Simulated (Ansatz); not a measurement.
A trace of molecular dynamics of F₂GeH₂O (6 atoms, charge 0, multiplicity 1).

Level of theory: RKS BHLYP-D4/def2-SVP (Ansatz 0.2.0).

- ensemble: NVE (velocity Verlet)
- starting velocities drawn for: 700 K
- seed: 850398

```
time (fs)  T (K)  potential energy less start (eV)  conserved less start (meV/atom)
        0    700                             0.000                             0.00
        4    609                             0.207                            26.57
        8    478                             0.184                            11.44
       12    462                             0.445                            53.57
       16    578                             0.212                            24.80
       20    992                             0.685                           139.40
       24   1491                             0.185                            99.09
       28  17627                             4.344                          2182.70
       32   8962                             8.540                          2135.26
       36   7322                             9.351                          2129.13
       40   7008                             9.504                          2127.47
       44   6877                             9.570                          2127.35
       48   6641                             9.689                          2126.74
       52   6256                             9.894                          2127.83
       56   6105                             9.968                          2127.06
       60   6068                             9.992                          2127.85
       64   6220                             9.907                          2126.80
       68   6164                             9.938                          2127.20
       72   5995                            10.023                          2126.87
       76   5717                            10.172                          2127.73
       80   5665                            10.197                          2127.38
```

Problem. Can this run be trusted? Judge the integration.

Solution. The conserved energy changed by up to 2200 meV per atom, so the integration failed: the time step of 2 fs is too long for the fastest motions that this run met, and the later frames carry no physical meaning.

Run time: 93 s on 2 threads of Arm Neoverse V2, on a shared host, peak memory 0.17 GiB.
